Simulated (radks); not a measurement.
Task: Radial electron density D(r) = 4 pi r^2 rho(r) of an atom or ion with 62 electrons. Calculated with a radial shooting solver on a logarithmic mesh with Libxc functionals: Dirac Kohn-Sham, LDA (Slater exchange, Perdew-Wang correlation), spin-unpolarised, spherical densities, point nucleus.

r (bohr),D(r) (e/bohr)
0.002353,16.87
0.002696,20.50
0.003113,25.01
0.003567,29.96
0.004119,35.93
0.004719,42.23
0.005407,49.08
0.006244,56.76
0.007154,64.14
0.008196,71.30
0.009465,78.17
0.01084,83.50
0.01252,87.39
0.01435,89.06
0.01644,88.69
0.01898,86.39
0.02175,83.18
0.02512,79.98
0.02878,78.62
0.03297,80.18
0.03808,85.72
0.04362,94.10
0.04998,103.7
0.05772,112.0
0.06613,115.2
0.07637,111.7
0.0875,103.3
0.1002,93.62
0.1158,87.41
0.1326,88.54
0.152,95.13
0.1755,101.6
0.2011,100.2
0.2322,87.28
0.266,68.49
0.3048,51.82
0.352,43.96
0.4033,45.91
0.4657,50.99
0.5336,51.50
0.6113,45.41
0.706,34.70
0.8088,24.99
0.9267,18.25
1.07,14.20
1.226,11.78
1.416,9.325
1.622,6.778
1.859,4.325
2.147,2.281
2.459,1.050
2.818,0.4016
3.254,0.1162
3.728,0.02854
4.305,0.004925
4.933,0.0007113

What is the nuclear charge?

Result: Z = 65. The innermost maximum, from 1s, lies near gamma/Z bohr with gamma = sqrt(1 - (Z/c)^2) = 0.880, here 0.0135 bohr (found: 0.0149), and its height grows with Z. The density is that of the terbium ion Tb3+ in [Xe] 4f8; the configuration itself is not fixed sharply by these data, and Z only to a few units. D(r) has 4 maxima, at r = 0.0149, 0.0661, 0.184, 0.505 bohr, and minima at 0.0288, 0.121, 0.363 bohr, inside which lie 2.01, 11.20, 29.46 electrons.
